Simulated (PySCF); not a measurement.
**A survey of ¹⁷O NMR shifts**

PySCF 2.14 calculation with shielding tensors at PBE0/pcSseg-1 (GIAO) and GFN2-xTB structure; equivalent nuclei averaged, gas phase, non-relativistic Hamiltonian, a single conformation.

Shieldings were converted by a linear fit to measured shifts: ¹⁷O: δ = 266.70 − 0.911σ (rms 10.7 ppm, 155 shifts, 12.2 ppm with the 3 outliers that the fit left out vs liquid water, solution or neat liquid). Occasional misses reach two or three times the rms, and more in compound classes unlike the fitted ones.

**Question.** Give the ¹⁷O shifts of `O=C=C(C=O)[C@@H]([SiH3])O[SiH3]`, `O=c1cc(S[SiH3])cco1`, `CS(=O)(=O)C1CCC1`, `CS(=O)(=O)C1CCC1`, `C=C(Cl)/C=C\CC(N)=O`, `CC/C=C/S(C)(=O)=O`, `C=C[C@H]1O[SiH2][SiH2]OC1=O`.

**Answer.** 
| compound | environment | δ (ppm) |
| --- | --- | --- |
| [O:1]=[C:2]=[C:3]([CH:4]=[O:5])[C@@H:6]([SiH3:7])[O:8][SiH3:9] | O5: aldehyde oxygen | 545.3 |
| [O:1]=[C:2]=[C:3]([CH:4]=[O:5])[C@@H:6]([SiH3:7])[O:8][SiH3:9] | O1: carbonyl oxygen | 347.0 |
| [O:1]=[C:2]=[C:3]([CH:4]=[O:5])[C@@H:6]([SiH3:7])[O:8][SiH3:9] | O8: oxygen bonded to C, Si | -36.5 |
| [O:1]=[c:2]1[cH:3][c:4]([S:5][SiH3:6])[cH:7][cH:8][o:9]1 | O1: carbonyl oxygen | 337.4 |
| [O:1]=[c:2]1[cH:3][c:4]([S:5][SiH3:6])[cH:7][cH:8][o:9]1 | O9: ring oxygen | 231.4 |
| CS(=O)(=O)C1CCC1 | S=O oxygen (×2) | 135.9 |
| CS(=O)(=O)C1CCC1 | S=O oxygen (×2) | 135.9 |
| C=C(Cl)/C=C\CC(N)=O | amide-type carbonyl oxygen | 354.5 |
| CC/C=C/S(C)(=O)=O | S=O oxygen (×2) | 146.7 |
| [CH2:1]=[CH:2][C@H:3]1[O:4][SiH2:5][SiH2:6][O:7][C:8]1=[O:9] | O9: carbonyl oxygen | 397.1 |
| [CH2:1]=[CH:2][C@H:3]1[O:4][SiH2:5][SiH2:6][O:7][C:8]1=[O:9] | O7: oxygen bonded to C, Si, in a 6-membered ring | 114.4 |
| [CH2:1]=[CH:2][C@H:3]1[O:4][SiH2:5][SiH2:6][O:7][C:8]1=[O:9] | O4: oxygen bonded to C, Si, in a 6-membered ring | -25.2 |

In solution the two oxygens of a carboxylic acid give one averaged line by proton exchange, and hydrogen bonding shields acid and N–H amide carbonyl oxygens by tens of ppm; neither is in these numbers.
